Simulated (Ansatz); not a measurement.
Reaction (redistribution): `O[SiH](O)S[SiH](O)O` + SiH₄ → `O[SiH2]O` + `O[SiH](O)S[SiH3]`

Gas-phase electronic energies from Ansatz, PBE0-D4/def2-TZVP geometries. CCSD(T)/CBS is the MP2 limit (def2-TZVPP, def2-QZVPP) plus CCSD(T) − MP2 in def2-TZVPP, frozen cores. This one scheme is used for every species. Functionals use def2-TZVPP. Each species was taken in one conformer, which may not be the lowest.

```json
{"level": "ωB97M-V", "ΔE (kJ/mol)": "25.8"}
{"level": "PBE", "ΔE (kJ/mol)": "23.1"}
{"level": "SCS-MP2/def2-TZVPP", "ΔE (kJ/mol)": "19.4"}
{"level": "CCSD/CBS(def2)", "ΔE (kJ/mol)": "19.7"}
```

**Question.** What does CCSD(T)/CBS give? (Estimate.)

**Answer.** Computed: +22.6 kJ/mol. The listed levels differ from it by 3.2, 0.5, -3.2, -2.9 kJ/mol.

Largest T1 diagnostic among the species: 0.012.

In def2-TZVPP, CCSD(T) changes the Hartree–Fock value by +12.8 kJ/mol (the triples alone add +2.9 kJ/mol) and MP2 by +12.0 kJ/mol. The D4 term adds +8.1 kJ/mol with B3LYP and +4.5 kJ/mol with PBE0; it sums over pairs of atoms, weighted by their polarisabilities, and B3LYP, whose exchange is more repulsive, gets the larger term.

B3LYP here is the variant with VWN-RPA as its local correlation; programs differ in this.
